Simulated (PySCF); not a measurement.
Job file and geometry (Å, from GFN2-xTB) of an NMR shielding run on `C=CPCCOC`, C5H11OP, PySCF 2.14.0, density-fitted response routines, GIAO PBE0/pcSseg-1 NMR shielding, non-relativistic, gas phase; density fitting, a coarse starting grid and PySCF grid level 2 are the driver's defaults:

```
{"job": {"kind": "nmr", "xc": "PBE0", "basis": "pcSseg-1"}, "charge": 0, "multiplicity": 1}
C      3.534885     0.383213     0.380321
C      2.535141     0.587915    -0.461748
P      0.806740     0.906122     0.017451
C      0.082244    -0.585881    -0.854423
C     -1.415635    -0.528388    -0.602607
O     -1.560073    -0.020785     0.703519
C     -2.888863     0.222827     1.078795
H      3.375977     0.337745     1.446188
H      4.552297     0.256926     0.044940
H      2.726639     0.656139    -1.527066
H      0.914374     0.321598     1.277345
H      0.303876    -0.535434    -1.922435
H      0.518473    -1.499292    -0.446474
H     -1.901878     0.149457    -1.320235
H     -1.891097    -1.517613    -0.690110
H     -3.371058     0.933282     0.396398
H     -3.471329    -0.706819     1.088958
H     -2.859473     0.645306     2.080944
```

Problem. Write the output of this run.

Solution. 
```
coarse grid: 14960 points
cycle   1  E = -613.0501633638  dE =  6.939e-01  |g| = 5.726e-01  |ddm| = 3.668e+00
cycle   2  E = -612.9957552510  dE =  5.441e-02  |g| = 7.965e-01  |ddm| = 1.170e+00
cycle   3  E = -613.1176101633  dE = -1.219e-01  |g| = 9.269e-02  |ddm| = 7.363e-01
cycle   4  E = -613.1190468714  dE = -1.437e-03  |g| = 3.221e-02  |ddm| = 8.843e-02
cycle   5  E = -613.1192929310  dE = -2.461e-04  |g| = 6.993e-03  |ddm| = 3.525e-02
cycle   6  E = -613.1193045138  dE = -1.158e-05  |g| = 2.798e-03  |ddm| = 1.076e-02
cycle   7  E = -613.1193061720  dE = -1.658e-06  |g| = 8.906e-04  |ddm| = 2.737e-03
final grid: 138272 points
cycle   8  E = -613.1736504488  dE = -3.366e-05  |g| = 1.189e-02  |ddm| = 3.039e-02
cycle   9  E = -613.1736285433  dE =  2.191e-05  |g| = 1.613e-02  |ddm| = 1.812e-02
cycle  10  E = -613.1736795261  dE = -5.098e-05  |g| = 1.610e-03  |ddm| = 1.113e-02
cycle  11  E = -613.1736800817  dE = -5.556e-07  |g| = 1.451e-04  |ddm| = 1.488e-03
cycle  12  E = -613.1736800857  dE = -4.078e-09  |g| = 7.489e-05  |ddm| = 2.543e-04
cycle  13  E = -613.1736800871  dE = -1.377e-09  |g| = 2.375e-05  |ddm| = 9.893e-05
cycle  14  E = -613.1736800872  dE = -1.235e-10  |g| = 8.335e-06  |ddm| = 2.671e-05
converged SCF energy = -613.1736800872

GIAO shielding tensors (ppm)
atom      isotropic    diamagn.    paramagn.     s11        s22        s33       span
  0 C       59.733     252.984    -193.251    -56.367     78.499    157.067    213.435
  1 C       37.691     264.716    -227.025    -83.601     35.585    161.088    244.689
  2 P      393.857     967.626    -573.769    331.274    371.073    479.223    147.949
  3 C      157.343     254.924     -97.581    129.905    161.214    180.909     51.004
  4 C      114.212     245.913    -131.700     86.221     98.505    157.910     71.690
  5 O      299.005     403.473    -104.468    261.313    305.606    330.097     68.785
  6 C      126.223     241.106    -114.883     94.150     99.783    184.737     90.586
  7 H       25.809      31.942      -6.133     22.411     24.914     30.103      7.692
  8 H       26.016      27.634      -1.618     22.350     24.916     30.781      8.430
  9 H       25.377      31.637      -6.260     22.591     24.793     28.746      6.154
 10 H       27.696      33.136      -5.440     22.683     28.910     31.496      8.813
 11 H       30.202      32.787      -2.585     25.763     28.900     35.944     10.181
 12 H       29.008      33.540      -4.532     24.885     28.001     34.138      9.253
 13 H       28.428      31.423      -2.996     24.401     28.066     32.816      8.415
 14 H       27.931      30.597      -2.666     24.084     27.022     32.687      8.603
 15 H       28.502      28.014       0.488     24.638     26.276     34.591      9.952
 16 H       28.337      27.462       0.875     24.366     25.635     35.010     10.644
 17 H       27.888      28.478      -0.590     23.713     25.449     34.500     10.787
```

Size and cost of the density-fitted run: 181 basis functions, about 70 core-seconds.
